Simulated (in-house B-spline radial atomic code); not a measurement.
Values are calculated unless marked as measured or tabulated.
## Building a PAW d channel for Cu, r_c = 1.25 bohr

Cu, [Ar] 3d10 4s1, non-relativistic PBE, spherical and spin-unpolarised, from a B-spline radial code for spherical atoms (atomic units; all potentials screened as in the neutral atom).

Two all-electron partial waves φ1, φ2 are integrated outwards at E1 = ε(3d) = -0.191591 and E2 = E1 + 1.5 hartree; φ1 is the bound orbital and φ2 has unit norm inside r_c = 1.2538 bohr. Smooth partners are polynomials, r^3(a0 + a1 r² + a2 r⁴ + a3 r⁶), matched to φ and three derivatives at r_c, with no condition on the norm. The local potential is -15.2817 + (23.9734) r² + (-15.6198) r⁴ + (3.75088) r⁶ inside 1.0265 bohr and the all-electron one outside.

```
wave     φ(r_c)     φ'(r_c)         a0        a1         a2          a3
   1  0.6511639  -0.5390929   3.156245  -3.93447   1.845011  -0.3089686
   2  0.4305069    3.055214  -3.713025  5.796825  -2.862894   0.4874588
```

Inside r_c the overlaps are <φi φj> = [[0.73264, -0.74051], [-0.74051, 1.00000]] and, for the smooth waves, [[0.31949, -0.13476], [-0.13476, 0.12595]]. With χj = (Ej − T − V_local) applied to smooth wave j, the program's quadrature gives the matrix B_ij = <smooth i, χj> as [[-0.63327, 1.21999], [0.31137, -0.66862]].

Task: Check the match of the first wave, and find the augmentation charges q_ij.

Result: At r_c the four terms are 6.22093, -12.19067, 8.98663, -2.36575, which sum to 0.6511, φ1(r_c) to rounding. q_ij is the all-electron overlap less the smooth one: [[0.41316, -0.60575], [-0.60575, 0.87405]]. The smooth first wave has a norm of 0.3195 inside r_c against 0.7326, and q11 > 0 puts back the missing charge.

Task: B isn't symmetric. Show that D_ij = B_ij + Ej q_ij is.

Result: Integrating by parts gives B12 − B21 = (E1 − E2) q12: 1.21999 − (0.31137) = 0.90862, and −1.5 × (-0.60575) = 0.90863. So D12 = 1.21999 + (1.308409)(-0.60575) = 0.42742 and D21 = 0.31137 + (-0.191591)(-0.60575) = 0.42742; D11 = -0.71243, D22 = 0.47499. The projectors, p = (B⁻¹)ᵀ χ, are dual to the smooth waves; det B = 0.044.

Solving (T + V_local + Σ p D p) ψ = E (1 + Σ p q p) ψ in a sphere of 9 bohr gives these levels:

```json
{"all-electron": "-0.191584", "one projector": "-0.191583", "two projectors": "-0.191583"}
{"all-electron": "0.125752", "one projector": "0.126352", "two projectors": "0.125753"}
{"all-electron": "0.393001", "one projector": "0.397441", "two projectors": "0.393008"}
{"all-electron": "0.795166", "one projector": "0.810818", "two projectors": "0.795173"}
{"all-electron": "1.328990", "one projector": "1.368140", "two projectors": "1.328990"}
```

Task: What does the second projector gain?

Result: With one projector the errors are 0.00, +0.60, +4.44, +15.65, +39.15 millihartree. With two the errors are 0.00, 0.00, +0.01, +0.01, 0.00 millihartree. The scattering is exact at E1 and at E2 = 1.308, and over all levels compared the largest error is under 0.01 millihartree. The lowest eigenvalue of the overlap operator is 1 with one and 0.9317 with two projectors. The smooth orbital alone needs a cutoff of 41.6 hartree for 1 millihartree of kinetic energy, against 73.9 for a norm-conserving Troullier-Martins orbital of the same radius; part of the gain comes from giving up the norm, part from the simpler form.
